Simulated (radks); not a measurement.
Q: The antimony ion Sb4+ is in [Kr] 4d10 5s1. Calculated with a radial shooting solver on a logarithmic mesh with Libxc functionals: Dirac Kohn-Sham, PBE, spin-unpolarised, spherical densities, finite nucleus; Fermi nuclear charge, rms radius of each element as measured or else 0.836 A^(1/3) + 0.57 fm. Sub-shells are occupied by j as written (lower j first in brackets). One electron is removed from 5s1/2, 4d3/2, 4p3/2, 4d5/2 in turn, with full relaxation. Which removal costs least, and what does each cost?

A: 5s1/2 55.418 eV; 4d5/2 85.069 eV; 4d3/2 86.416 eV; 4p3/2 152.63 eV. The 5s1/2 electron leaves first.
